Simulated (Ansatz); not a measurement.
Geometry optimisation, UKS PBE-D4/def2-SVP (Ansatz).

Input:

```yaml
crystal:
  periodic: [false, false, false]
  atoms:
    - { symbol: C, position_ang: [0.1611, -0.7167, -1.6032] }
    - { symbol: C, position_ang: [0.1984, -0.2238, -0.5061] }
    - { symbol: Si, position_ang: [0.3036, 0.4798, 1.2092] }
    - { symbol: F, position_ang: [-0.4787, -0.4111, 2.2057] }
    - { symbol: H, position_ang: [0.0285, -1.0818, -2.6159] }
    - { symbol: H, position_ang: [-0.1708, 1.8895, 1.2641] }
magnetization:
  spin_polarized: true
  initial_magnetization: 1
basis:
  gaussian: { orbitals: def2-SVP }
hamiltonian:
  xc: pbe
  dispersion: d4
relax:
  f_tol: 0.02
  max_steps: 50
```

Command:

```bash
$ ansatz run input.yaml --threads 2 --pin off --max-ram 3072MiB --backend cpu --events-out ev --progress --plain --runs-dir out
```

**Question.** Where does it end, and by what steps?

**Answer.** The forces met the threshold. After 5 steps the energy has fallen by 0.242 eV; H5 moved furthest, 0.08 Å.

| step | energy less start (eV) | largest force component (eV/Å) | accepted |
| --- | --- | --- | --- |
| 0 | 0.0000 | 3.364 | yes |
| 1 | -0.1721 | 1.637 | yes |
| 2 | -0.2334 | 0.324 | yes |
| 3 | -0.2381 | 0.096 | yes |
| 4 | -0.2412 | 0.200 | yes |
| 5 | -0.2420 | 0.018 | yes |

```xyz
6
Properties=species:S:1:pos:R:3
C 0.120 -0.687 -1.630
C 0.123 -0.209 -0.493
Si 0.342 0.472 1.180
F -0.488 -0.427 2.277
H 0.102 -1.104 -2.630
H -0.156 1.891 1.250
```

Whether the end is a true minimum wasn't checked by a vibrational analysis.

Time of the run: 6.2 s on 2 threads of Intel(R) Xeon(R) Platinum 8488C (Sapphire Rapids), on a shared host, peak memory 0.16 GiB.
